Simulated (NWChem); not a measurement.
System: Si₂H₅O₂F; SMILES O([SiH2]O)[SiH2]F

Input file for NWChem:

```
start job
memory heap 200 mb stack 900 mb global 1100 mb
geometry units angstroms noautoz
  O      1.169400     1.450953     0.403387
  Si    -0.409931     1.514606    -0.087010
  O     -1.059066    -0.027319    -0.076797
  Si    -0.425655    -1.539933     0.000880
  F      1.114056    -1.435109    -0.535622
  H      1.736143     0.827540    -0.065679
  H     -1.132047     2.356936     0.895008
  H     -0.555306     2.033710    -1.475515
  H     -1.165615    -2.446352    -0.908823
  H     -0.368847    -2.039732     1.396447
end
basis spherical
  * library def2-svp
end
dft
  xc r2scan
  iterations 150
  mulliken
end
task dft energy
```

Output (shortened):

```
             Northwest Computational Chemistry Package (NWChem) 7.3.0
             --------------------------------------------------------

 C1  symmetry detected

                             Geometry "geometry" -> ""
                             -------------------------

 Output coordinates in angstroms (scale by  1.889725989 to convert to a.u.)

  No.       Tag          Charge          X              Y              Z
 ---- ---------------- ---------- -------------- -------------- --------------
    1 O                    8.0000     1.20939103     1.49929184     0.36003572
    2 Si                  14.0000    -0.35968683     1.52834178    -0.16530045
    3 O                    8.0000    -1.01938943    -0.00357324    -0.03475500
    4 Si                  14.0000    -0.39792126    -1.50700919     0.18593026
    5 F                    9.0000     1.15255921    -1.45688752    -0.32693479
    6 H                    1.0000     1.78084141     0.83473158    -0.04204442
    7 H                    1.0000    -1.09490936     2.45618328     0.72570385
    8 H                    1.0000    -0.47463224     1.92606569    -1.59608773
    9 H                    1.0000    -1.12630286    -2.48496124    -0.65654572
   10 H                    1.0000    -0.37152930    -1.88443659     1.62032403

 Effective nuclear repulsion energy (a.u.)     319.0616065947

                                 NWChem DFT Module
                                 -----------------

 Summary of "ao basis" -> "ao basis" (spherical)
 ------------------------------------------------------------------------------
       Tag                 Description            Shells   Functions and Types
 ---------------- ------------------------------  ------  ---------------------
 O                          def2-svp                 6       14   3s2p1d
 Si                         def2-svp                 8       18   4s3p1d
 F                          def2-svp                 6       14   3s2p1d
 H                          def2-svp                 3        5   2s1p

            General Information
            -------------------
          SCF calculation type: DFT
          Wavefunction type:  closed shell.
          No. of atoms     :    10
          No. of electrons :    58
           Alpha electrons :    29
            Beta electrons :    29
          Charge           :     0
          Spin multiplicity:     1
          Use of symmetry is: off; symmetry adaption is: off
          Maximum number of iterations: 150
          AO basis - number of functions:   103
                     number of shells:    49
          Convergence on energy requested:  1.00D-06
          Convergence on density requested:  1.00D-05
          Convergence on gradient requested:  5.00D-04

              XC Information
              --------------
                      r^2SCAN Method XC Functional
               r^2SCAN metaGGA Exchange Functional  1.000
                     r^2SCAN Correlation Potential  1.000

             Grid Information
             ----------------
          Grid used for XC integration:  medium
          Radial quadrature: Mura-Knowles
          Angular quadrature: Lebedev.
          Tag              B.-S. Rad. Rad. Pts. Rad. Cut. Ang. Pts.
          ---              ---------- --------- --------- ---------
          O                   0.60       49          12.0       434
          Si                  1.10       88          11.0       590
          F                   0.50       49          12.0       434
          H                   0.35       45          12.0       434
          Grid pruning is: on
          Number of quadrature shells:   548
          Spatial weights used:  Erf1

      Superposition of Atomic Density Guess
      -------------------------------------

 Sum of atomic energies:        -828.64830282

      Non-variational initial energy
      ------------------------------

 Total energy =    -830.024439
 1-e energy   =   -1783.957824
 2-e energy   =     634.871778
 HOMO         =      -0.373056
 LUMO         =       0.064627

     ---------------------------------------------
      Total Density - Mulliken Population Analysis
     ---------------------------------------------

    Atom       Charge   Shell Charges
 -----------   ------   -------------------------------------------------------
    1 O    8     8.77   1.99  1.10  0.63  3.09  1.94  0.00
    2 Si  14    12.87   2.00  1.99  0.90  0.18  5.93  0.93  0.65  0.28
    3 O    8     8.93   1.99  1.10  0.66  3.12  2.05  0.00
    4 Si  14    12.76   2.00  1.99  0.89  0.20  5.93  0.88  0.60  0.26
    5 F    9     9.58   1.99  1.14  0.78  3.51  2.15  0.00
    6 H    1     0.65   0.52  0.08  0.06
    7 H    1     1.11   0.71  0.39  0.01
    8 H    1     1.11   0.71  0.40  0.01
    9 H    1     1.10   0.70  0.39  0.01
   10 H    1     1.11   0.70  0.40  0.01

   convergence    iter        energy       DeltaE   RMS-Dens  Diis-err
 ---------------- ----- ----------------- --------- --------- ---------
 d= 0,ls=0.0,diis     1   -831.8007835715 -1.15D+03  1.61D-02  1.07D+00
 d= 0,ls=0.0,diis     2   -831.6580029594  1.43D-01  9.60D-03  2.72D+00
 d= 0,ls=0.0,diis     3   -831.9155337130 -2.58D-01  1.20D-03  2.42D-02
 d= 0,ls=0.0,diis     4   -831.9175172084 -1.98D-03  4.89D-04  2.92D-03
 d= 0,ls=0.0,diis     5   -831.9177202423 -2.03D-04  1.74D-04  1.18D-03
  Resetting Diis
 d= 0,ls=0.0,diis     6   -831.9178262928 -1.06D-04  3.51D-05  1.67D-05
 d= 0,ls=0.0,diis     7   -831.9178278515 -1.56D-06  2.79D-05  3.79D-06
 d= 0,ls=0.0,diis     8   -831.9178269700  8.82D-07  1.83D-05  1.32D-05
 d= 0,ls=0.0,diis     9   -831.9178282036 -1.23D-06  1.12D-06  2.98D-08
 d= 0,ls=0.0,diis    10   -831.9178282062 -2.63D-09  2.78D-07  2.76D-09

         Total DFT energy =     -831.917828206240
      One electron energy =    -1787.132592419524
           Coulomb energy =      707.501699602231
    Exchange-Corr. energy =      -71.348541983658
 Nuclear repulsion energy =      319.061606594712

 Numeric. integr. density =       57.999970190309

                       DFT Final Molecular Orbital Analysis
                       ------------------------------------

 Vector   27  Occ=2.000000D+00  E=-3.191154D-01
              MO Center=  2.9D-01,  5.7D-01,  2.4D-01, r^2= 3.8D+00
   Bfn.  Coefficient  Atom+Function         Bfn.  Coefficient  Atom+Function
  ----- ------------  ---------------      ----- ------------  ---------------
    36      0.293804   3 O  px                6      0.275684   1 O  pz
     4      0.244460   1 O  px                5      0.237946   1 O  py
    39      0.221052   3 O  px                9      0.196207   1 O  pz
     7      0.170577   1 O  px                8      0.168965   1 O  py
    38     -0.143233   3 O  pz               99      0.142630  10 H  s

 Vector   28  Occ=2.000000D+00  E=-2.914563D-01
              MO Center=  1.9D-01,  2.9D-01,  1.9D-01, r^2= 4.2D+00
   Bfn.  Coefficient  Atom+Function         Bfn.  Coefficient  Atom+Function
  ----- ------------  ---------------      ----- ------------  ---------------
     5      0.331703   1 O  py               38      0.256916   3 O  pz
     8      0.244993   1 O  py                6     -0.242043   1 O  pz
    36      0.201923   3 O  px               41      0.202007   3 O  pz
     9     -0.187230   1 O  pz               94      0.179107   9 H  s
     4      0.175089   1 O  px               99     -0.162753  10 H  s

 Vector   29  Occ=2.000000D+00  E=-2.784643D-01
              MO Center= -2.7D-01,  1.1D+00, -1.6D-01, r^2= 4.1D+00
   Bfn.  Coefficient  Atom+Function         Bfn.  Coefficient  Atom+Function
  ----- ------------  ---------------      ----- ------------  ---------------
     6      0.301094   1 O  pz               38      0.291240   3 O  pz
    89      0.285429   8 H  s                90      0.250768   8 H  s
     9      0.218394   1 O  pz               84     -0.219351   7 H  s
    41      0.214405   3 O  pz               85     -0.191381   7 H  s
    24     -0.156664   2 Si pz              100     -0.134569  10 H  s

 Vector   30  Occ=0.000000D+00  E= 1.056353D-02
              MO Center= -4.9D-01, -9.3D-01,  1.8D-01, r^2= 5.1D+00
   Bfn.  Coefficient  Atom+Function         Bfn.  Coefficient  Atom+Function
  ----- ------------  ---------------      ----- ------------  ---------------
    57      0.772389   4 Si px               35      0.533759   3 O  s
    58     -0.319138   4 Si py               26      0.310812   2 Si py
    67     -0.307531   5 F  s                54      0.252106   4 Si px
    25      0.249653   2 Si px                3     -0.222573   1 O  s
    17     -0.188375   2 Si s                59     -0.159539   4 Si pz

 Vector   31  Occ=0.000000D+00  E= 2.891727D-02
              MO Center= -2.1D-01, -4.8D-01, -3.1D-03, r^2= 4.4D+00
   Bfn.  Coefficient  Atom+Function         Bfn.  Coefficient  Atom+Function
  ----- ------------  ---------------      ----- ------------  ---------------
    58      0.636072   4 Si py               35     -0.558959   3 O  s
    57      0.414246   4 Si px               26     -0.405522   2 Si py
    59     -0.407146   4 Si pz               67     -0.304683   5 F  s
   100      0.305358  10 H  s                39     -0.201967   3 O  px
    18      0.199986   2 Si s                27      0.200654   2 Si pz

 Vector   32  Occ=0.000000D+00  E= 3.350106D-02
              MO Center= -6.1D-02,  1.1D+00, -1.6D-01, r^2= 4.8D+00
   Bfn.  Coefficient  Atom+Function         Bfn.  Coefficient  Atom+Function
  ----- ------------  ---------------      ----- ------------  ---------------
    25      0.923368   2 Si px                3     -0.717783   1 O  s
    57     -0.412853   4 Si px               80      0.330497   6 H  s
    85      0.238542   7 H  s                22      0.221429   2 Si px
    49     -0.206978   4 Si s                50      0.191884   4 Si s
     2     -0.181336   1 O  s                27      0.168010   2 Si pz

[...]
```

Level: r2SCAN/def2-SVP. Structure relaxed at the PBE0/def2-SVP level.
